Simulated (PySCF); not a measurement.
**Dipole moment and polarisability of s-BuOEt**

Species: s-BuOEt, C6H14O.
Numbering: `[CH3:1][CH2:2][O:3][C@H:4]([CH3:5])[CH2:6][CH3:7]` (hydrogens: H8, H9, H10 on C1; H11, H12 on C2; H13 on C4; H14, H15, H16 on C5; H17, H18 on C6; H19, H20, H21 on C7)

Structure used (PBE0-D3(BJ)/def2-SVP), in Å, numbered top down from 1:
```xyz
21
C6H14O angstrom
C     -2.1218   -0.7569    0.0653
C     -1.1663    0.3118    0.5392
O      0.0521    0.1555   -0.1304
C      1.0882    1.0223    0.2726
C      0.9227    2.4096   -0.3306
C      2.4021    0.3713   -0.1339
C      2.6254   -0.9850    0.5120
H     -2.2789   -0.6764   -1.0205
H     -1.7183   -1.7580    0.2778
H     -3.0961   -0.6584    0.5667
H     -1.0118    0.2353    1.6360
H     -1.6014    1.3146    0.3527
H      1.0698    1.1082    1.3814
H     -0.0275    2.8743   -0.0283
H      0.9368    2.3453   -1.4297
H      1.7369    3.0765   -0.0097
H      3.2243    1.0613    0.1190
H      2.4024    0.2719   -1.2332
H      1.7977   -1.6648    0.2641
H      3.5647   -1.4452    0.1704
H      2.6738   -0.9013    1.6100
```

Level: CAM-B3LYP/def2-SVPD (PySCF), static field, nuclei fixed, core orbitals frozen in the response. The polarisability tensor in these axes (au):

```
x   88.06  1.47 -0.73
y    1.47 81.71 -1.95
z   -0.73 -1.95 72.23
```

Q: Diagonalise the tensor; give its mean and Δα, where Δα² is half the sum of the squared differences of the eigenvalues.

A: Principal values 71.83, 81.70 and 88.47 au; mean 80.67 au = 11.95 Å³ = 13.30 × 10⁻⁴⁰ C²·m²/J; Δα = 14.49 au (18 % of the mean).

Q: What is the dipole moment, and where does it point?

A: (-0.19, 0.82, 0.77) D, 1.14 D in size, pointing from the negative to the positive side. Measured along this direction, the outermost atoms are H20 at the negative end and H14 at the positive end.

Q: Rayleigh depolarisation ratio (linearly polarised light, static tensor)?

A: ρ = 3Δα²/(45ᾱ² + 4Δα²) = 630.1/(292823 + 840.1) = 0.00215.

Q: Traceless (Buckingham) quadrupole moment about the centre of nuclear charge: eigenvalues?

A: -1.61, -1.29, 2.90 D·Å. The values depend on the origin, since the dipole doesn't vanish. The electronic extent ⟨r²⟩ about the same centre is 1071 bohr², a root-mean-square distance of 2.27 Å for the 58 electrons.

Q: In TDDFT the mean static polarisability is Σ f/ω² over all singlet excitations (ω in hartree). How much of it do the 10 lowest give? Their energies (eV) and oscillator strengths: 7.24, 0.0097; 7.92, 0.0095; 7.95, 0.0323; 8.03, 0.0072; 8.74, 0.0082; 9.02, 0.0161; 9.05, 0.0117; 9.12, 0.0192; 9.15, 0.0003; 9.23, 0.0614.

A: They add up to 1.75 au, 2.2 % of the 80.67 au; the largest single term is 0.53 au, from the state at 9.23 eV. Terms in order: 0.14, 0.11, 0.38, 0.08, 0.08, 0.15, 0.11, 0.17, 0.00, 0.53 au. Higher excitations give the rest. The strengths listed sum to 0.176.

Q: Orientational against electronic polarisability at 350 K (dilute gas, rigid molecules)?

A: In Gaussian units μ²/3kT = 8.92 Å³ against 11.95 Å³, a ratio of 0.75; the Debye molar polarisation (4π/3)N_A(α + μ²/3kT) is 52.6 cm³/mol, leaving out the vibrational part.

Q: Find the Langevin capture rate constant for H3+ (3.023 u) meeting this molecule (102.104 u), k = 2.342 × 10⁻⁹ cm³/s × √(α in Å³ / reduced mass in u).

A: The reduced mass is 2.94 u, so k = 4.73 × 10⁻⁹ cm³/s. The formula leaves out the permanent dipole, which adds to the capture rate.

Geometry: PBE0-D3(BJ)/def2-SVP, one conformer, isolated molecule.
